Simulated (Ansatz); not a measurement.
`[F][Sb]([F])[Cl]` + `C=COC` → `C[O][Sb]([F])[F]` + `C=CCl` at 600 K and 1 bar (formal exchange of groups at the Sb–Cl bond).

Isolated molecules relaxed with PBE0-D4/def2-TZVP in Ansatz; ΔE leaves out vibrations. CCSD(T)/CBS is the MP2 limit (def2-TZVPP, def2-QZVPP) plus CCSD(T) − MP2 in def2-TZVPP, frozen cores. This one scheme is used for every species. def2 core potentials past Kr. For Sb outer-core shells are correlated without core-valence functions, which leaves a few kJ/mol of doubt a bond. Each species was taken in one conformer, which may not be the lowest.

| species | CCSD(T)/CBS energy (Eh) | H − E (kJ/mol) | S (J/(mol·K)) |
| --- | --- | --- | --- |
| `[F][Sb]([F])[Cl]` | -899.48483 | 52.4 | 377.2 |
| `C=COC` | -192.89987 | 270.0 | 353.5 |
| `C[O][Sb]([F])[F]` | -554.71002 | 175.2 | 440.4 |
| `C=CCl` | -537.65823 | 144.6 | 309.8 |

H − E and S are ideal-gas, rigid-rotor, harmonic terms from PBE0-D4/def2-TZVP, for one conformer and one mirror image of each species. 1 Eh = 2625.50 kJ/mol, R = 8.31446 J/(mol·K).

Question: By hand: ΔE, ΔH, ΔS and ΔG.

Answer: ΔE = (-554.71002) + (-537.65823) − (-899.48483) − (-192.89987) = 0.01645 Eh = 43.2 kJ/mol. Δ(H − E) = 175.2 + 144.6 − 52.4 − 270.0 = -2.6, so ΔH = 40.6 kJ/mol. ΔS = 440.4 + 309.8 − 377.2 − 353.5 = 19.5 J/(mol·K). ΔG = 40.6 − 600 × (19.5)/1000 = 28.9 kJ/mol.

Question: By hand: the equilibrium constant, and the temperature at which ΔG would vanish if ΔH and ΔS stayed fixed.

Answer: log₁₀ K = −ΔG/(RT ln 10) = -2.5. ΔG = 0 at ΔH/ΔS = 2082 K, though so small a ΔS makes that figure unsure.

ΔH outweighs TΔS. A doubt of 5 kJ/mol in ΔE shifts log₁₀ K by 0.4 here. Other conformers and mirror images would add mixing entropy, several J/(mol·K) or more a flexible species. Modes under 60 cm⁻¹, often nearly free rotors, make the harmonic entropy too high. These are equilibria of isolated gas molecules and say nothing of rates. Largest T1 diagnostic: 0.015 (customary marks: 0.02 for closed shells, 0.045 for open ones).
